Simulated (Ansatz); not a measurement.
Consider the cleavage of the Si–Si bond: `C[SiH](C)[SiH2]F` + `[SiH3][SiH2][NH][GeH3]` → `C[SiH](C)[N]([GeH3])[SiH2][SiH3]` + `F[SiH3]`.

Computed with Ansatz on PBE0-D4/def2-TZVP structures; ΔE is electronic, products minus reactants. CCSD(T)/CBS adds triple-zeta CCSD(T) − MP2 to the extrapolated MP2 energy (def2 sets, frozen cores). This one scheme is used for every species. Functionals use def2-TZVPP. HSE06 is defined as in plane-wave codes. For Ge outer-core shells are correlated without core-valence functions, which leaves a few kJ/mol of doubt a bond. Scalar relativity is left out up to krypton. Each species was taken in one conformer, which may not be the lowest.

`C[SiH](C)[SiH2]F`:

Cartesian coordinates in Å:
```
C 1.189 0.705 1.261
Si 0.419 -0.381 -0.061
C 0.504 0.436 -1.748
Si -1.807 -0.879 0.490
F -2.662 0.488 0.554
H 2.230 0.931 1.015
H 0.648 1.650 1.348
H 1.170 0.213 2.236
H 1.134 -1.693 -0.107
H -0.058 1.373 -1.752
H 1.539 0.661 -2.015
H 0.087 -0.211 -2.522
H -1.932 -1.535 1.821
H -2.461 -1.757 -0.520
```

`[SiH3][SiH2][NH][GeH3]`:

Cartesian coordinates in Å:
```
Si 2.415 0.890 -0.113
Si 0.074 0.930 -0.052
N -0.554 -0.649 -0.341
Ge -2.131 -1.346 0.303
H 2.967 0.082 1.009
H 2.974 2.268 -0.030
H 2.876 0.279 -1.393
H -0.409 1.353 1.291
H -0.402 1.964 -1.023
H -0.157 -1.165 -1.113
H -3.320 -1.030 -0.629
H -1.969 -2.871 0.414
H -2.365 -0.705 1.677
```

`C[SiH](C)[N]([GeH3])[SiH2][SiH3]`:

Cartesian coordinates in Å:
```
C 0.837 -2.711 -0.429
Si 0.435 -0.940 -0.867
C -1.219 -0.840 -1.726
N 0.434 0.059 0.558
Ge 2.039 0.308 1.454
Si -0.942 0.894 1.187
Si -1.368 2.918 0.079
H 0.874 -3.333 -1.328
H 1.808 -2.790 0.067
H 0.081 -3.126 0.243
H 1.495 -0.443 -1.795
H -1.479 0.185 -1.998
H -1.180 -1.427 -2.648
H -2.024 -1.245 -1.107
H 2.252 1.813 1.692
H 2.004 -0.430 2.803
H 3.150 -0.263 0.558
H -2.163 0.040 1.146
H -0.667 1.211 2.621
H -0.175 3.806 0.163
H -2.528 3.628 0.687
H -1.666 2.688 -1.362
```

`F[SiH3]`:

Cartesian coordinates in Å:
```
F -0.438 1.409 -0.505
Si 0.011 -0.036 0.013
H 0.866 -0.658 -1.025
H -1.206 -0.850 0.241
H 0.767 0.135 1.276
```

| level | ΔE (kJ/mol) |
| --- | --- |
| HSE06-D4 | -67.4 |
| HF/def2-SVP | -71.2 |
| SCS-MP2/def2-QZVPP | -91.3 |
| HF/CBS(def2) | -76.6 |

Question: What does CCSD(T)/CBS give? (An estimate is asked.)

Answer: The calculation gave: -84.8 kJ/mol. The listed levels differ from it by 17.4, 13.6, -6.5, 8.2 kJ/mol.

Largest T1 diagnostic among the species: 0.012.

In def2-TZVPP, CCSD(T) changes the Hartree–Fock value by −10.3 kJ/mol (the triples alone add −2.3 kJ/mol) and MP2 by −20.4 kJ/mol. At CCSD(T), def2-SVP lies +3.6 kJ/mol from the extrapolated value and def2-TZVPP −1.0 kJ/mol.

CCSD(T)/CBS has its own doubt, a few kJ/mol and more with outer-core shells, so smaller differences from it don't rank the levels.
